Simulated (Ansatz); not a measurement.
Born–Oppenheimer molecular dynamics of BClFH3O (7 atoms, charge 0, multiplicity 1). It starts at the highest image of a converged band. Of that band: The profile has 2 maxima (images 2, 6) with wells between them (image 3): this band takes more than one step, which may be the mechanism or a detour left from its start path. A structure lower than the first end lies on the path between it and the top, so the climb from that side starts below the end, which may itself be a saddle point or a shallow side well. Neighbouring images differ by up to 1.6 eV, so the band resolves the path poorly. A vibrational analysis at the climbing image gives one clearly imaginary mode, 1145i cm⁻¹: a first-order saddle point.

Computed with RKS PBE0-D4/def2-SVP (Ansatz 0.2.0).

```json
{
 "ensemble": "NVE (velocity Verlet)",
 "time step": "0.5 fs",
 "steps asked": "200",
 "starting velocities drawn for": "100 K",
 "seed": "9703"
}
```

Frames 1 fs apart, positions in Å, forces in eV/Å.

Velocities at 40 fs (Å/ps):

```
B -6.11 5.19 -18.86
F 2.88 -0.90 13.49
Cl -1.85 -0.38 -0.16
O 4.47 0.85 -2.60
H 26.38 -1.03 13.14
H -20.15 13.33 -33.08
H -0.88 -50.96 14.79
```

```xyz
7
Properties=species:S:1:pos:R:3:forces:R:3 time_fs=40 energy_less_start_eV=-0.669 T=1134
B -0.129 0.534 -0.369 0.46 -1.08 0.22
F 0.288 -0.059 1.870 0.24 0.50 1.19
Cl 1.362 -0.465 -0.783 -0.88 0.63 -0.09
O -1.342 -0.067 -0.359 0.68 0.42 -0.24
H -1.277 -1.018 -0.530 0.00 0.17 0.00
H 0.035 1.705 -0.123 -0.22 -0.12 -0.25
H 0.543 0.470 2.606 -0.27 -0.51 -0.83
7
Properties=species:S:1:pos:R:3:forces:R:3 time_fs=41 energy_less_start_eV=-0.678 T=1148
B -0.134 0.539 -0.388 0.70 -0.83 0.25
F 0.291 -0.060 1.884 -0.25 -0.46 -0.23
Cl 1.360 -0.465 -0.784 -0.90 0.66 -0.08
O -1.338 -0.067 -0.362 0.47 0.23 -0.25
H -1.251 -1.018 -0.517 -0.07 0.14 0.00
H 0.014 1.718 -0.157 -0.17 -0.19 -0.26
H 0.541 0.418 2.618 0.22 0.45 0.57
7
Properties=species:S:1:pos:R:3:forces:R:3 time_fs=42 energy_less_start_eV=-0.649 T=1105
B -0.140 0.543 -0.407 0.93 -0.58 0.27
F 0.294 -0.061 1.898 -0.67 -1.14 -1.49
Cl 1.358 -0.465 -0.784 -0.90 0.69 -0.08
O -1.333 -0.065 -0.364 0.25 0.05 -0.25
H -1.226 -1.017 -0.504 -0.14 0.07 0.00
H -0.009 1.728 -0.194 -0.10 -0.23 -0.25
H 0.542 0.370 2.636 0.63 1.14 1.81
7
Properties=species:S:1:pos:R:3:forces:R:3 time_fs=43 energy_less_start_eV=-0.652 T=1110
B -0.144 0.547 -0.425 1.13 -0.37 0.27
F 0.296 -0.063 1.911 -0.63 -0.96 -1.42
Cl 1.355 -0.465 -0.784 -0.89 0.71 -0.08
O -1.328 -0.064 -0.367 0.03 -0.12 -0.24
H -1.201 -1.015 -0.491 -0.21 0.00 0.00
H -0.033 1.737 -0.233 -0.03 -0.23 -0.24
H 0.548 0.332 2.670 0.59 0.96 1.71
7
Properties=species:S:1:pos:R:3:forces:R:3 time_fs=44 energy_less_start_eV=-0.677 T=1147
B -0.147 0.550 -0.443 1.29 -0.21 0.25
F 0.298 -0.065 1.923 -0.17 -0.21 -0.06
Cl 1.353 -0.465 -0.784 -0.86 0.73 -0.09
O -1.323 -0.063 -0.370 -0.17 -0.29 -0.23
H -1.179 -1.013 -0.478 -0.27 -0.05 0.01
H -0.057 1.744 -0.274 0.05 -0.19 -0.22
H 0.559 0.303 2.720 0.13 0.22 0.32
7
Properties=species:S:1:pos:R:3:forces:R:3 time_fs=45 energy_less_start_eV=-0.659 T=1119
B -0.150 0.553 -0.461 1.38 -0.10 0.23
F 0.300 -0.067 1.935 0.31 0.42 1.39
Cl 1.350 -0.465 -0.784 -0.82 0.74 -0.09
O -1.317 -0.062 -0.374 -0.34 -0.45 -0.20
H -1.159 -1.012 -0.464 -0.32 -0.08 0.02
H -0.080 1.748 -0.318 0.13 -0.12 -0.20
H 0.572 0.276 2.773 -0.35 -0.41 -1.15
7
Properties=species:S:1:pos:R:3:forces:R:3 time_fs=46 energy_less_start_eV=-0.623 T=1065
B -0.151 0.556 -0.478 1.41 -0.04 0.18
F 0.303 -0.069 1.948 0.57 0.67 2.18
Cl 1.346 -0.464 -0.785 -0.76 0.74 -0.09
O -1.313 -0.062 -0.377 -0.46 -0.60 -0.17
H -1.143 -1.012 -0.451 -0.36 -0.08 0.04
H -0.102 1.752 -0.363 0.21 -0.04 -0.17
H 0.582 0.246 2.815 -0.61 -0.66 -1.97
7
Properties=species:S:1:pos:R:3:forces:R:3 time_fs=47 energy_less_start_eV=-0.624 T=1066
B -0.151 0.558 -0.496 1.36 -0.03 0.13
F 0.305 -0.071 1.962 0.56 0.59 2.14
Cl 1.343 -0.463 -0.785 -0.69 0.73 -0.10
O -1.308 -0.061 -0.381 -0.52 -0.71 -0.14
H -1.129 -1.012 -0.436 -0.38 -0.05 0.05
H -0.123 1.755 -0.411 0.28 0.03 -0.15
H 0.586 0.209 2.839 -0.60 -0.57 -1.94
7
Properties=species:S:1:pos:R:3:forces:R:3 time_fs=48 energy_less_start_eV=-0.658 T=1118
B -0.149 0.561 -0.513 1.24 -0.04 0.08
F 0.308 -0.072 1.977 0.27 0.26 1.23
Cl 1.339 -0.462 -0.785 -0.60 0.72 -0.10
O -1.304 -0.062 -0.384 -0.52 -0.76 -0.10
H -1.120 -1.012 -0.422 -0.39 -0.02 0.06
H -0.140 1.758 -0.459 0.33 0.07 -0.12
H 0.584 0.168 2.845 -0.31 -0.24 -1.04
7
Properties=species:S:1:pos:R:3:forces:R:3 time_fs=49 energy_less_start_eV=-0.670 T=1136
B -0.147 0.564 -0.530 1.04 -0.06 0.04
F 0.311 -0.073 1.992 -0.25 -0.15 -0.41
Cl 1.336 -0.461 -0.786 -0.50 0.69 -0.11
O -1.300 -0.062 -0.388 -0.48 -0.72 -0.06
H -1.114 -1.013 -0.407 -0.38 -0.01 0.06
H -0.155 1.763 -0.509 0.37 0.07 -0.10
H 0.579 0.124 2.841 0.20 0.18 0.58
7
Properties=species:S:1:pos:R:3:forces:R:3 time_fs=50 energy_less_start_eV=-0.645 T=1098
B -0.143 0.567 -0.548 0.79 -0.08 0.00
F 0.314 -0.075 2.008 -0.71 -0.40 -1.91
Cl 1.332 -0.459 -0.786 -0.38 0.66 -0.12
O -1.296 -0.063 -0.392 -0.41 -0.61 -0.03
H -1.112 -1.014 -0.391 -0.35 -0.01 0.07
H -0.166 1.768 -0.560 0.39 0.02 -0.07
H 0.576 0.081 2.843 0.67 0.43 2.07
7
Properties=species:S:1:pos:R:3:forces:R:3 time_fs=51 energy_less_start_eV=-0.652 T=1109
B -0.139 0.569 -0.565 0.49 -0.12 -0.03
F 0.316 -0.076 2.022 -0.71 -0.30 -1.91
Cl 1.328 -0.458 -0.787 -0.24 0.61 -0.13
O -1.293 -0.065 -0.395 -0.31 -0.43 -0.01
H -1.113 -1.015 -0.375 -0.30 -0.03 0.07
H -0.173 1.772 -0.611 0.41 -0.07 -0.04
H 0.580 0.043 2.864 0.66 0.33 2.05
```

Of the whole run (100 fs, mean temperature of the second half 1076 K): The conserved energy stayed within 0.16 meV per atom of its start (net change -0.12 meV per atom), so the integration is sound. The kinetic energy rose, since the run started high on the potential surface and went downhill. It ends in pieces (BClH2O + FH), so much of that is their flight and rotation, not heat. A run of 0.1 ps of so small a system gives no equilibrium averages. The orbitals stay closed-shell, which can raise the energy where a bond breaks towards radicals; this wasn't checked here.

The run took 7.8 min on 1 thread of Arm Neoverse V1, with other jobs on the host, peak memory 0.16 GiB.
